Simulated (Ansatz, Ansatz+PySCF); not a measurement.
```xyz
3

C     0.0291    0.0507   -0.5949
F     0.0412    0.9526    0.2305
F     0.0079   -1.0719    0.2178
```

Basis set: def2-SVP (spherical functions). Correlated methods keep 3 orbitals frozen. Charge 0, multiplicity 1.

Computed with Ansatz (development build ahead of 0.2.0); each method stands on the lowest determinant of its kind that the runs found. Restricted open shells among the atoms or ions are ROHF, correlated in semicanonical orbitals with singles.

Question: Give the atomization energy at this shape (free ground-state atoms in the same class of orbitals less the molecule, no zero-point energy) of singlet CF2 by RHF-MP2, RHF.

Answer:

| method | atomization energy |
| --- | --- |
| RHF-MP2 | 10.79 eV |
| RHF | 6.97 eV |

Caution: the shape is not the minimum.
